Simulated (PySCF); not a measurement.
## Worked example: oscillator strength and radiative lifetime

CH₈GeOSi, SMILES O[CH2][GeH2][SiH3].

The structure is a stationary point at PBE0-D3(BJ)/def2-SVP. The structure was generated by enumeration, and PubChem lists no compound with its InChIKey, so it may never have been made. Other conformers were not sampled.

TDA-PBE/def2-SVPD (PySCF) puts the first singlet state with f over 0.02 at 5.70 eV (vertical), with the transition dipole (-0.493, 0.221, 0.114) in atomic units.

Q: Find the oscillator strength, the wavelength and the radiative lifetime that this transition would have in vacuum if emission retraced absorption.

A: 
|μ|² = 0.3049 au, so |μ| = 1.40 D. ΔE = 5.70/27.211 = 0.2095 hartree. f = (2/3) ΔE |μ|² = 0.043 (the program prints 0.043).
λ = 1239.84/5.70 = 218 nm; ν = 45974 cm⁻¹.
Einstein's coefficient A = 0.6670 ν² f s⁻¹ (ν in cm⁻¹) = 6.0e7 s⁻¹, so τ = 1/A = 17 ns. This state is S2; the lower singlet has f = 0.004. The figure is the radiative limit of this one transition; relaxation, internal conversion, crossing to triplets and a medium change what is measured.
